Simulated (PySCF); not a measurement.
PySCF input for Be2F2, SMILES [Be]([F])[Be][F], TDA-B3LYP/def2-TZVPD. The structure is a stationary point at PBE0-D3(BJ)/def2-TZVP. One conformer was computed; it need not be the lowest.

```python
import numpy as np
from pyscf import gto, scf, dft, tdscf

mol = gto.M(
    atom='''
    F     0.00000000    0.00000000   -2.39698862
    Be    0.00000000    0.00000000   -1.02624739
    Be    0.00000000    0.00000000    1.02624739
    F     0.00000000    0.00000000    2.39698862
    ''',
    basis='def2-TZVPD',
    charge=0,
    spin=0,
    symmetry=True,
    symmetry_subgroup='D2h',
    max_memory=1600,
    verbose=4,
)
mf = dft.RKS(mol, xc='b3lyp').density_fit(auxbasis='def2-universal-jkfit')
mf.grids.level = 3
mf.conv_tol = 1e-9
mf.max_cycle = 100
mf.kernel()
mf.grids = dft.Grids(mol).set(level=1).build(with_non0tab=True)  # coarser grid for the response kernel
td = tdscf.TDA(mf)
td.singlet = True
td.nstates = 10
td.conv_tol = 1e-4
td.positive_eig_threshold = 1e-6
td.kernel(x0=td.get_init_guess(mf, 15))
td.analyze()
tt = tdscf.TDA(mf)
tt.singlet = False
tt.nstates = 4
tt.conv_tol = 1e-4
tt.positive_eig_threshold = 1e-6
tt.kernel(x0=tt.get_init_guess(mf, 9))
tt.analyze(verbose=3)
```

Output:

```
PySCF version 2.14.0

[INPUT] verbose = 4
[INPUT] num. atoms = 4
[INPUT] num. electrons = 26
[INPUT] charge = 0
[INPUT] spin (= nelec alpha-beta = 2S) = 0
[INPUT] symmetry True subgroup D2h
[INPUT] Mole.unit = angstrom
[INPUT] Symbol           X                Y                Z      unit          X                Y                Z       unit  Magmom
[INPUT]  1 F      0.000000000000   0.000000000000  -2.396988620000 AA    0.000000000000   0.000000000000  -4.529652015499 Bohr   0.0
[INPUT]  2 Be     0.000000000000   0.000000000000  -1.026247390000 AA    0.000000000000   0.000000000000  -1.939326503150 Bohr   0.0
[INPUT]  3 Be     0.000000000000   0.000000000000   1.026247390000 AA    0.000000000000   0.000000000000   1.939326503150 Bohr   0.0
[INPUT]  4 F      0.000000000000   0.000000000000   2.396988620000 AA    0.000000000000   0.000000000000   4.529652015499 Bohr   0.0

nuclear repulsion = 51.9920036394441
point group symmetry = Dooh, use subgroup D2h
symmetry origin: [0. 0. 0.]
symmetry axis x: [1. 0. 0.]
symmetry axis y: [0. 1. 0.]
symmetry axis z: [0. 0. 1.]
num. orbitals of irrep Ag = 29
num. orbitals of irrep B1g = 5
num. orbitals of irrep B2g = 14
num. orbitals of irrep B3g = 14
num. orbitals of irrep Au = 5
num. orbitals of irrep B1u = 29
num. orbitals of irrep B2u = 14
num. orbitals of irrep B3u = 14
number of shells = 48
number of NR pGTOs = 172
number of NR cGTOs = 124
basis = def2-TZVPD
ecp = {}


[settings echo left out]
init E= -229.489840955632
HOMO (Ag) = -0.323315720843915  LUMO (B2u) = -0.084391549086095  gap/eV = 6.50146
cycle= 1 E= -229.31360157048  delta_E= 0.176  |g|= 0.888  |ddm|= 2.54
HOMO (B2g) = -0.268203894426454  LUMO (B3u) = -0.0617048022066126  gap/eV = 5.61913
cycle= 2 E= -228.837969990043  delta_E= 0.476  |g|= 1.96  |ddm|= 1.56
HOMO (Ag) = -0.292247948638419  LUMO (B2u) = -0.0609422421329511  gap/eV = 6.29415
cycle= 3 E= -229.443831252765  delta_E= -0.606  |g|= 0.0252  |ddm|=  1.1
HOMO (Ag) = -0.30083881912703  LUMO (B3u) = -0.0650122407617306  gap/eV = 6.41717
cycle= 4 E= -229.443986843476  delta_E= -0.000156  |g|= 0.0139  |ddm|= 0.0597
HOMO (Ag) = -0.297597218904968  LUMO (B2u) = -0.0631016674186789  gap/eV = 6.38095
cycle= 5 E= -229.444027127433  delta_E= -4.03e-05  |g|= 0.00199  |ddm|= 0.0183
HOMO (Ag) = -0.29774595116772  LUMO (B3u) = -0.0632244766891668  gap/eV = 6.38165
cycle= 6 E= -229.444027767504  delta_E= -6.4e-07  |g|= 0.000186  |ddm|= 0.00155
HOMO (Ag) = -0.297796424686013  LUMO (B2u) = -0.0632543829836277  gap/eV = 6.38221
cycle= 7 E= -229.44402777437  delta_E= -6.87e-09  |g|= 4.23e-05  |ddm|= 0.000348
HOMO (Ag) = -0.297790803869155  LUMO (B3u) = -0.0632513512877689  gap/eV = 6.38214
cycle= 8 E= -229.444027774627  delta_E= -2.57e-10  |g|= 5.58e-06  |ddm|= 3.5e-05
HOMO (Ag) = -0.297792001726123  LUMO (B2u) = -0.0632519741925902  gap/eV = 6.38216
Extra cycle  E= -229.444027774618  delta_E= 9.09e-12  |g|= 1e-05  |ddm|= 1.3e-05
converged SCF energy = -229.444027774618
tot grids = 20768
Overwritten attributes  positive_eig_threshold  of <class 'pyscf.tdscf.rks.TDA'>


******** <class 'pyscf.tdscf.rks.TDA'> for <class 'pyscf.df.df_jk.DFSymAdaptedRKS'> ********
nstates = 10 singlet
deg_eia_thresh = 1.000e-03
wfnsym = None
conv_tol = 0.0001
eigh lindep = 1e-12
eigh level_shift = 0
eigh max_cycle = 100


Excitation energies (eV)
[6.20702301 6.20702301 7.31018483 7.76828274 8.41954942 8.41954942
 8.66897703 8.66897703 8.70293741 8.73626677]

** Singlet excitation energies and oscillator strengths **
Excited State   1:  B2u      6.20702 eV    199.75 nm  f=0.3969
      13 -> 14       -0.69680
Excited State   2:  B3u      6.20702 eV    199.75 nm  f=0.3969
      13 -> 15       -0.69680
Excited State   3:  B1u      7.31018 eV    169.60 nm  f=0.3063
      13 -> 16       -0.70267
Excited State   4:   Ag      7.76828 eV    159.60 nm  f=0.0000
      13 -> 17       -0.69742
Excited State   5:  B3g      8.41955 eV    147.26 nm  f=0.0000
      13 -> 21       -0.68806
      13 -> 25        0.15802
Excited State   6:  B2g      8.41955 eV    147.26 nm  f=0.0000
      13 -> 20       -0.68806
      13 -> 24        0.15802
Excited State   7:  B2u      8.66898 eV    143.02 nm  f=0.0066
      13 -> 18       -0.69774
Excited State   8:  B3u      8.66898 eV    143.02 nm  f=0.0066
      13 -> 19       -0.69774
Excited State   9:   Au      8.70294 eV    142.46 nm  f=0.0000
      11 -> 14       -0.49614
      12 -> 15        0.49614
Excited State  10:  B1g      8.73627 eV    141.92 nm  f=0.0000
       9 -> 15        0.49601
      10 -> 14       -0.49601

** Transition electric dipole moments (AU) **
state          X           Y           Z        Dip. S.      Osc.
  1        -0.0000     -1.6155     -0.0000      2.6099      0.3969
  2        -1.6155      0.0000     -0.0000      2.6099      0.3969
  3        -0.0000     -0.0000      1.3077      1.7100      0.3063
  4        -0.0000     -0.0000     -0.0000      0.0000      0.0000
  5        -0.0000      0.0000     -0.0000      0.0000      0.0000
  6         0.0000     -0.0000     -0.0000      0.0000      0.0000
  7        -0.0000     -0.1757      0.0000      0.0309      0.0066
  8        -0.1757      0.0000     -0.0000      0.0309      0.0066
  9         0.0000     -0.0000     -0.0000      0.0000      0.0000
 10         0.0000     -0.0000     -0.0000      0.0000      0.0000

** Transition velocity dipole moments (imaginary part, AU) **
state          X           Y           Z        Dip. S.      Osc.
  1         0.0000     -0.1806     -0.0000      0.0326      0.0953
  2        -0.1806      0.0000     -0.0000      0.0326      0.0953
  3        -0.0000     -0.0000      0.3402      0.1157      0.2872
  4        -0.0000     -0.0000      0.0000      0.0000      0.0000
  5        -0.0000      0.0000     -0.0000      0.0000      0.0000
  6         0.0000     -0.0000     -0.0000      0.0000      0.0000
  7        -0.0000      0.0281      0.0000      0.0008      0.0017
  8         0.0281      0.0000     -0.0000      0.0008      0.0017
  9        -0.0000      0.0000     -0.0000      0.0000      0.0000
 10         0.0000     -0.0000     -0.0000      0.0000      0.0000

** Transition magnetic dipole moments (imaginary part, AU) **
state          X           Y           Z
  1        -0.0000     -0.0000      0.0000
  2         0.0000      0.0000      0.0000
  3         0.0000      0.0000      0.0000
  4        -0.0000     -0.0000     -0.0000
  5         0.6180      0.0000     -0.0000
  6        -0.0000     -0.6180     -0.0000
  7        -0.0000     -0.0000      0.0000
  8         0.0000      0.0000      0.0000
  9        -0.0000      0.0000     -0.0000
 10         0.0000      0.0000     -0.0000


******** <class 'pyscf.tdscf.rks.TDA'> for <class 'pyscf.df.df_jk.DFSymAdaptedRKS'> ********
nstates = 4 triplet
deg_eia_thresh = 1.000e-03
wfnsym = None
conv_tol = 0.0001
eigh lindep = 1e-12
eigh level_shift = 0
eigh max_cycle = 100


Excitation energies (eV)
[4.09385553 4.09385553 6.43380136 6.99154771]

** Triplet excitation energies and oscillator strengths **
Excited State   1:  B2u      4.09386 eV    302.85 nm  f=0.0000
Excited State   2:  B3u      4.09386 eV    302.85 nm  f=0.0000
Excited State   3:  B1u      6.43380 eV    192.71 nm  f=0.0000
Excited State   4:   Ag      6.99155 eV    177.33 nm  f=0.0000
```

Self-consistency was reached.
